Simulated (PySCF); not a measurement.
Species: C₂H₇BBrN.
Structure used (PBE0-D3(BJ)/def2-SVP), in Å, numbered top down from 1:
```
atom  x, y, z in Å
C1     0.1520    0.6778   -1.1137
N2     0.1694   -0.1848    0.0480
C3    -0.9397    0.0324    0.9471
B4     1.1889   -1.1142    0.2193
Br5    1.2626   -2.2996    1.7442
H6    -0.7714    0.5290   -1.7005
H7     1.0132    0.4624   -1.7580
H8     0.1913    1.7407   -0.8173
H9    -0.8738   -0.6460    1.8060
H10   -1.8998   -0.1421    0.4311
H11   -0.9430    1.0724    1.3171
H12    2.0724   -1.2125   -0.5921
```

All values: CAM-B3LYP/def2-SVPD (PySCF, non-relativistic), on one gas-phase PBE0-D3(BJ)/def2-SVP geometry that isn't relaxed in the solvent. The solvent is an IEF-PCM continuum (cavity from Bondi-type radii × 1.2), and excitations are vertical TDDFT with non-equilibrium linear response and a frozen core. The model holds no explicit solvent molecules, cavitation or dispersion. Spin–orbit coupling is left out although an atom past zinc is present.

Gas-phase singlets (H = HOMO, L = LUMO):

```csv
state,E (eV),λ (nm),f,leading configuration
S1,6.569,189,0.001,H-1→L+1 94%
S2,6.697,185,0.276,H→L+1 93%
S3,6.902,180,0.036,H→L 89%
S4,7.442,167,0.057,H-1→L 56%
S5,7.457,166,0.005,H→L+2 81%
```

Give the list for chloroform (ε = 4.711), n² = 2.09.

```
state  E (eV)  λ (nm)      f  leading configuration  change by rank (eV)
   S1   6.589     188  0.379                H→L 89%               +0.020
   S2   6.716     185  0.001              H-1→L 89%               +0.019
   S3   6.902     180  0.039              H→L+1 77%                0.000
   S4   7.411     167  0.002              H→L+2 76%               -0.031
   S5   7.441     167  0.080            H-1→L+1 73%               -0.016
```

The ground-state energy changes by -0.080 eV from gas to chloroform. By how much does the total energy of gas-phase S2 change?

E(S2) = E(S0) + excitation energy, so it changes by -0.080 − 0.108 = -0.188 eV: it is lowered more than the ground state, which is what a red shift means. This is the vertical state, with the slow part of the continuum still set for S0.

How do the frontier levels move from gas to chloroform?

```json
{"orbital": "LUMO+2", "gas (eV)": "1.48", "solvent (eV)": "1.54", "change (eV)": "+0.06", "Löwdin shares, gas": "Br5 56 %, C1 12 %, H8 7 %, H6 7 %", "Löwdin shares, solvent": "Br5 51 %, C1 13 %, B4 8 %, H8 6 %"}
{"orbital": "LUMO+1", "gas (eV)": "1.00", "solvent (eV)": "1.04", "change (eV)": "+0.04", "Löwdin shares, gas": "B4 40 %, Br5 22 %, N2 17 %, H12 11 %", "Löwdin shares, solvent": "B4 42 %, Br5 31 %, C3 6 %, C1 4 %"}
{"orbital": "LUMO", "gas (eV)": "0.99", "solvent (eV)": "1.03", "change (eV)": "+0.04", "Löwdin shares, gas": "B4 39 %, Br5 12 %, C3 11 %, C1 11 %", "Löwdin shares, solvent": "B4 40 %, Br5 24 %, N2 16 %, H12 10 %"}
{"orbital": "HOMO", "gas (eV)": "-8.74", "solvent (eV)": "-8.66", "change (eV)": "+0.08", "Löwdin shares, gas": "N2 37 %, Br5 31 %, B4 9 %, C1 7 %", "Löwdin shares, solvent": "N2 40 %, Br5 23 %, B4 9 %, C1 8 %"}
{"orbital": "HOMO-1", "gas (eV)": "-9.25", "solvent (eV)": "-9.39", "change (eV)": "-0.14", "Löwdin shares, gas": "Br5 79 %, B4 10 %, H12 4 %", "Löwdin shares, solvent": "Br5 78 %, B4 11 %, H12 5 %"}
{"orbital": "HOMO-2", "gas (eV)": "-10.26", "solvent (eV)": "-10.33", "change (eV)": "-0.07", "Löwdin shares, gas": "Br5 56 %, B4 17 %, N2 13 %, C3 4 %", "Löwdin shares, solvent": "Br5 64 %, B4 16 %, N2 9 %"}
{"orbital": "HOMO-3", "gas (eV)": "-11.14", "solvent (eV)": "-11.16", "change (eV)": "-0.02", "Löwdin shares, gas": "Br5 45 %, B4 26 %, H12 14 %, N2 5 %", "Löwdin shares, solvent": "Br5 43 %, B4 25 %, H12 15 %, C1 6 %"}
```

The HOMO–LUMO gap goes from 9.74 to 9.69 eV. Shares within a degenerate set are those of one arbitrary member.
